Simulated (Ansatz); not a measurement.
An input meant for the cluster Cd₂SCl₂ (charge 0, triplet).

```yaml
crystal:
  periodic: [false, false, false]
  atoms:
    - {symbol: Cd, position_ang: [0.679306, 0.770142, 1.424243]}
    - {symbol: Cd, position_ang: [-0.871517, -0.241148, -1.505047]}
    - {symbol: S, position_ang: [-0.631405, 1.712360, -0.256850]}
    - {symbol: Cl, position_ang: [1.963324, -0.108611, 3.102153]}
    - {symbol: Cl, position_ang: [-1.139708, -2.132733, -2.764499]}
basis:
  gaussian: {orbitals: def2-mTZVP, nuclear_model: gaussian}
magnetization: {spin_polarized: true, initial_magnetization: 2}
hamiltonian: {xc: {name: M06-2X}, pseudopotentials: {relativity: none}}
scf: {omitted_lower_state_checks: [starts]}
output: {forces: true}
```

```sh
$ ansatz run in.yaml --threads 4 --pin off --events-out ev --progress --plain --max-ram 3916MiB
```

Shortened log:

```
Error: YAML parse error: error: line 12 column 19: hamiltonian.xc: no functional is named "M06-2X"; the names, which are not case-sensitive, are SVWN5, SPW92, PBE, PBE0, PBEsol, revPBE, revPBE0, RPBE, rPW86-PBE, HSE06, wPBEh, LC-wPBE, HISS, HF, BLYP, B3LYP, B3LYP5, BHLYP, CAM-B3LYP, r2SCAN, r2SCANh, r2SCAN0, r2SCAN50, m-r2SCAN, B97, wB97, wB97X, wB97X-V, B97M-V, wB97M-V, B2PLYP, B2GP-PLYP, PBE0-DH, PBE-QIDH
10 |   gaussian: {orbitals: def2-mTZVP, nuclear_model: gaussian}
11 | magnetization: {spin_polarized: true, initial_magnetization: 2}
12 | hamiltonian: {xc: {name: M06-2X}, pseudopotentials: {relativity: none}}
13 | scf: {omitted_lower_state_checks: [starts]}
14 | output: {forces: true}
```

(1) What is wrong with this run?

## Answers

(1) The method's name isn't one that the program takes here. The program refused the input.
